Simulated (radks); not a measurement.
Results of a calculation; reference values are marked as such.
Kinetic energies: the exact non-interacting value of the Kohn-Sham orbitals and orbital-free approximations, as 100 (|E| - |E exact|)/|E exact|, negative where the magnitude is too small. Species: Si4+ [Ne]; Yb+ [Xe] 4f14 6s1. Code: a radial shooting solver on a logarithmic mesh with Libxc functionals. Model: non-relativistic Kohn-Sham, exchange-only LDA, spin-polarised, spherical densities, point nucleus. Every spin shell is full or empty, so the densities are truly spherical. Functionals are evaluated on that one density, not self-consistently.

functional,Si4+,Yb+
exact (hartree),283.532,13380.7
Thomas-Fermi,-7.52,-4.89
von Weizsacker,-35.88,-62.94
TF + vW,+56.60,+32.17
TF + vW/9,-0.39,-0.78
TF + vW/5,+5.30,+2.52
LC94,+0.23,-0.06
APBEK,+0.35,-0.02
Perdew 92,-0.38,-0.77
Thakkar,+0.07,-0.81
Pearson,-1.68,-0.95
LKT,+33.02,+16.68
PG1,+26.99,+13.00
DePristo-Kress,+0.20,-0.26
Ernzerhof,+0.43,-0.55
